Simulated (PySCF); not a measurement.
Simulated P 2p region for AsO2P3Se (AsP3SeOO nortricyclane), binding energy against the vacuum level.

Every computed line was given a Gaussian of 0.8 eV full width at half maximum and an area set by the number of equivalent atoms (split 2:1 within a doublet); the highest printed point is 100. The calculation used delta-SCF UKS SCAN, pcX-2 on the ionised atom, pcseg-1 elsewhere, spin-free X2C in PySCF.

(binding energy (eV), intensity): (135.4, 0), (135.5, 0), (135.6, 1), (135.7, 1), (135.8, 3), (135.9, 6), (136.0, 10), (136.1, 15), (136.2, 22), (136.3, 30), (136.4, 38), (136.5, 45), (136.6, 52), (136.7, 59), (136.8, 66), (136.9, 75), (137.0, 85), (137.1, 94), (137.2, 99), (137.3, 100), (137.4, 95), (137.5, 86), (137.6, 75), (137.7, 64), (137.8, 56), (137.9, 51), (138.0, 48), (138.1, 45), (138.2, 42), (138.3, 36), (138.4, 30), (138.5, 23), (138.6, 16), (138.7, 10), (138.8, 6), (138.9, 3), (139.0, 2), (139.1, 1), (139.2, 0), (139.3, 0)

Count the maxima, the lines and the sites behind this envelope.

The curve has 1 maximum (at 137.3 eV). Under it lie 4 lines from 2 inequivalent phosphorus sites, each drawn as a 2p3/2, 2p1/2 pair. At this width some lines have no maximum of their own.

Decompose the envelope and assign each component. Bonds: As1–Se2, As1–O5, As1–O7, Se2–P3, P3–P4, P3–P6, P4–O5, P4–P6, P6–O7.

| position (eV) | relative area | line | atoms | environment |
| --- | --- | --- | --- | --- |
| 136.57 | 0.67 | P 2p3/2 | P3 | phosphorus bonded to 2 P and Se |
| 137.25 | 1.33 | P 2p3/2 | P4/P6 | phosphorus bonded to O and 2 P |
| 137.46 | 0.33 | P 2p1/2 | P3 | phosphorus bonded to 2 P and Se |
| 138.14 | 0.67 | P 2p1/2 | P4/P6 | phosphorus bonded to O and 2 P |

What are the centre and the root-mean-square width of the whole band?

The area-weighted mean of the lines is 137.32 eV. Their own spread about it is 0.53 eV (rms) and each Gaussian has σ = 0.8/2.355 = 0.34 eV; the variances add, which gives 0.63 eV.

Lowest listed P 2p3/2: P3, bonded to Se and 2 P. Highest, 0.68 eV above it: P4/P6, bonded to O and 2 P.

The curve has no shake-up lines and no vibrational structure. Atoms equivalent by their bonding share one computed value, that of the first of them. Spin–orbit coupling isn't in the SCF: each 2p doublet comes from a relaxed spin-free hole plus a matrix of the shell (mean-field spin–orbit coupling and the ground-state 2p splitting), with 2p3/2 averaged over its two sublevels. 2p1/2 minus 2p3/2 (ligand field included): P 0.89 eV. Isolated species at its PBE0-D3(BJ)/def2-SVP geometry (one conformer only).

The run took 34 s wall on one thread of an Arm Neoverse V1, shared host, and the process peaked at 0.65 GiB of memory.
